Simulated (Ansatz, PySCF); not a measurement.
Gas-phase reaction in SMILES: NB(N)N → [NH]B(N)N + H atom (the H-N bond at the site shown breaks; other sites are not compared here)
Each molecule is optimised on its own at B3LYP-D3(BJ)/def2-TZVP (Ansatz, a program for electronic structure), one conformer each, not searched for the lowest.
Geometry of the first species:
```
B
N 1 1.4287
H 2 1.0032 1 123.25
H 2 1.0032 3 113.49 1 180.00
N 1 1.4289 2 120.03 3 6.06
H 5 1.0032 1 123.22 2 3.36
H 5 1.0032 6 113.47 1 175.69
N 1 1.4289 2 120.03 3 -173.94
H 8 1.0032 1 123.22 2 3.36
H 8 1.0032 9 113.47 1 175.69
```

Property: bond dissociation energy (electronic energy difference), in kJ/mol. Cores are frozen in the correlated levels unless marked. Open shells are spin-unrestricted. Spin-orbit coupling is left out. No relativistic terms. Basis-set limits of correlation are two-point, X^-3; Hartree-Fock from the larger set. The bracket is a focal-point correction in the basis named.

RI-MP2/CBS(aug-cc-pVTZ,aug-cc-pVQZ)+[CCSD(T)-MP2]/aug-cc-pVTZ (Ansatz) gives 502.6 kJ/mol.

**Question.** Another calculation gave 480.8 kJ/mol. Which level was it?
A) HF/def2-TZVPD (PySCF)
B) HSE06/def2-TZVPD (Ansatz)
C) SVWN5/def2-TZVPD (Ansatz)
D) wB97M-V/def2-TZVPD (Ansatz)

**Answer.** B, HSE06/def2-TZVPD (Ansatz). The others give 543.3 (SVWN5), 371.1 (HF), 495.5 (wB97M-V) kJ/mol.
